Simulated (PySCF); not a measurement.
Stepwise substitution at one centre (Sn H-F). Isolated molecules, 0 K electronic values unless said otherwise. Strings in code marks are SMILES.

Level of theory: PBE-D3(BJ)/def2-TZVP // PBE0-D4/def2-TZVP run with PySCF. All candidates: neutral, multiplicity 1. 

```json
{
 "LUMO": "-1.60 eV",
 "dipole_moment": "2.55 D",
 "HOMO": "-7.88 eV"
}
```

Q: Identify which member has these values.
(A) `[SnH4]`
(B) `[F][SnH3]`
(C) `[F][Sn]([F])([F])[F]`

A: B, `[F][SnH3]`. The others give `[F][Sn]([F])([F])[F]`: -4.61 eV, 0.00 D, -10.25 eV; `[SnH4]`: -0.29 eV, 0.00 D, -7.93 eV
